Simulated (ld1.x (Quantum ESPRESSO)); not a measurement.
## Configuration tests for Er (Z = 68) (RRKJ)

ld1.x (Quantum ESPRESSO) 7.5 input, shortened:

```
&input
   title='Er', zed=68., rel=1, dft='PBE', iswitch=3,
   config='[Xe] 4f12 5d0 6s2 6p0'
 /
 &inputp
   pseudotype=2, tm=.false., rho0=0.01, lloc=0,
   nlcc=.false.
 /
4
5P  2  1   6.00   0.00  2.20  2.20  0.0
5D  3  2   0.00   0.00  3.75  3.75  0.0
4F  4  3  12.00   0.00  0.85  0.85  0.0
5S  1  0   2.00   0.00  1.20  1.20  0.0
 &test
   configts(1)='4f12 5s2 5p6 5d0 6s2 6p0'
 /
```

Occupied shells without a wave of their own: 6s. They enter only through the test configuration that unscreens the potential.

Energies are relative to the spin-unpolarised reference configuration 4f12 5s2 5p6 5d0 6s2 6p0; without spin polarisation the order of configurations can differ from experiment.

| valence configuration | charge | ΔE all-electron (eV) | error AE − PS (meV) |
| --- | --- | --- | --- |
| 4f12 5s2 5p6 5d0 6s1 6p0 | +1 | 6.382 | -45 |
| 4f12 5s2 5p6 5d0 6s0 6p0 | +2 | 18.336 | -122 |
| 4f11 5s2 5p6 5d0 6s2 6p0 | +1 | 10.406 | -31 |
| 4f11 5s2 5p6 5d1 6s2 6p0 | 0 | 4.788 | -296 |
| 4f12 5s2 5p6 5d0 6s0 6p1 | +1 | 9.997 | -68 |
| 4f12 5s1 5p6 5d0 6s2 6p0 | +1 | 57.871 | -48 |

(1) What are ΔE and the potential's error for 4f11 5s2 5p6 5d0 6s0 6p0?

Levels in the configuration 4f12 5s2 5p6 5d0 6s0 6p1:

```tsv
level	all-electron (eV)	pseudo (eV)
4f	-11.137	-11.143
5s	-59.984	-60.015
5p	-34.464	-34.486
6p	-6.229	-6.264
```

Results:

(1) ΔE = 44.551 eV all-electron; the error (AE − PS) is -222 meV.

The 6s level has no wave, so the channel is fitted at the deeper level alone: the likely source of the large errors.
